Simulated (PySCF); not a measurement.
## `C1=CSC(B(C)C)=C1`, C₆H₉BS

Molfile (atoms numbered from 1):
```
C6H9BS
     RDKit          3D

 17 17  0  0  0  0  0  0  0  0999 V2000
   -1.6727    1.6904   -0.2282 C   0  0  0  0  0  0  0  0  0  0  0  0
   -1.0384    0.2577   -0.0496 B   0  0  0  0  0  0  0  0  0  0  0  0
   -1.9741   -1.0121    0.0705 C   0  0  0  0  0  0  0  0  0  0  0  0
    0.4854    0.0718    0.0044 C   0  0  0  0  0  0  0  0  0  0  0  0
    1.2134   -1.0866    0.1534 C   0  0  0  0  0  0  0  0  0  0  0  0
    2.6059   -0.9060    0.1608 C   0  0  0  0  0  0  0  0  0  0  0  0
    2.9551    0.4028    0.0168 C   0  0  0  0  0  0  0  0  0  0  0  0
    1.5908    1.4217   -0.1296 S   0  0  0  0  0  0  0  0  0  0  0  0
   -0.9429    2.4876   -0.3508 H   0  0  0  0  0  0  0  0  0  0  0  0
   -2.3396    1.7142   -1.0897 H   0  0  0  0  0  0  0  0  0  0  0  0
   -2.2935    1.9421    0.6316 H   0  0  0  0  0  0  0  0  0  0  0  0
   -3.0327   -0.7651    0.0857 H   0  0  0  0  0  0  0  0  0  0  0  0
   -1.7567   -1.5870    0.9695 H   0  0  0  0  0  0  0  0  0  0  0  0
   -1.8107   -1.6900   -0.7670 H   0  0  0  0  0  0  0  0  0  0  0  0
    0.7462   -2.0503    0.2545 H   0  0  0  0  0  0  0  0  0  0  0  0
    3.3175   -1.7058    0.2685 H   0  0  0  0  0  0  0  0  0  0  0  0
    3.9400    0.8268   -0.0108 H   0  0  0  0  0  0  0  0  0  0  0  0
  1  2  1  0
  2  3  1  0
  2  4  1  0
  4  5  2  0
  5  6  1  0
  6  7  2  0
  7  8  1  0
  8  4  1  0
  1  9  1  0
  1 10  1  0
  1 11  1  0
  3 12  1  0
  3 13  1  0
  3 14  1  0
  5 15  1  0
  6 16  1  0
  7 17  1  0
M  END
```

Method: quadratic response CAM-B3LYP/def2-SVPD first hyperpolarisability, Taylor convention, gas phase in PySCF. Geometry: GFN2-xTB.

Problem. Give β for the processes computed.

Solution. In au, Taylor convention; the vector part is βᵢ = ⅓ Σⱼ (βᵢⱼⱼ + βⱼᵢⱼ + βⱼⱼᵢ); β∥ is 3/5 of the vector part along the dipole, the dipole points from − to +:
```csv
process,λ (nm),β vector norm,β∥,β HRS,depolarisation ratio
"static β(0;0,0)",∞,410.7,212.4,177.1,4.41
"second harmonic β(−2ω;ω,ω)",1907,450.0,230.9,193.4,4.48
"Pockels β(−ω;ω,0)",1907,423.2,218.3,–,–
"second harmonic β(−2ω;ω,ω)",1064,561.8,282.9,239.6,4.65
"Pockels β(−ω;ω,0)",1064,453.0,232.3,–,–
```

Problem. Which lowest excitations, dipole and polarisabilities go with it?

Solution. S1 4.99 eV (f = 0.213); S2 5.21 eV (f = 0.111); S3 5.86 eV (f = 0.001); dipole 1.00 D; isotropic α 102.0 au static, 102.4 au at 1907 nm, 103.3 au at 1064 nm, 103.7 au at 953.5 nm, 107.8 au at 532 nm.
